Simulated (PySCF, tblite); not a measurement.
Isomers of C5H14FPSi2, one GFN2-xTB conformer each. Single-point energies are computed at PBE0/pcSseg-1 (PySCF, gas phase, no added dispersion term), electronic only.

Question: Rank them by PBE0/pcSseg-1 energy, lowest first (kcal/mol).
A. `[F:1][Si@@H:2]([SiH2:3][PH2:4])[CH:5]1[CH2:6][CH2:7][CH2:8][CH2:9]1` with F1–Si2–Si3–P4 153°, Si2–Si3–P4–H -175° and -82°, F1–Si2–C5–C6 171°, Si2–C5–C6–C7 -166°, C5–C6–C7–C8 26°, C6–C7–C8–C9 -1°, C7–C8–C9–C5 -25°
B. `[F:1][Si@@:2]1([PH2:3])[CH2:4][CH2:5][CH2:6][C@@H:7]1[CH2:8][SiH3:9]` with F1–Si2–P3–H 60° and -33°, C6–C7–C8–Si9 167°, F1–Si2–C4–C5 102°, Si2–C4–C5–C6 36°, C4–C5–C6–C7 -53°, C5–C6–C7–C8 166°

Answer: B (0.0), A (7.2).

As drawn, the higher has an Si–Si bond, which the lower lacks. GFN2-xTB itself gives, in the same order: 5.9, 0.0. GFN2-xTB puts F[Si@@H]([SiH2]P)C1CCCC1 lowest instead.

Q: Which frontier levels, dipoles and rotational constants go with these structures?

A: 
```
                      SMILES  HOMO (eV, PBE0/pcSseg-1)  LUMO (eV)  dipole (D)       A, B, C (MHz)
F[Si@@]1(P)CCC[C@@H]1C[SiH3]                     -7.68       0.23        1.52  1082, 782.6, 600.2
    F[Si@@H]([SiH2]P)C1CCCC1                     -7.58      -0.64        1.42  1241, 620.7, 434.8
```

Q: What happens when harmonic zero-point energies from GFN2-xTB frequencies are added?

A: 
```tsv
SMILES	ZPE (kcal/mol)	electronic (kcal/mol)	with ZPE (kcal/mol)
F[Si@@]1(P)CCC[C@@H]1C[SiH3]	108.8	0.0	0.0
F[Si@@H]([SiH2]P)C1CCCC1	109.6	7.2	8.1
```

The zero-point energies span 0.8 kcal/mol. The order is unchanged.
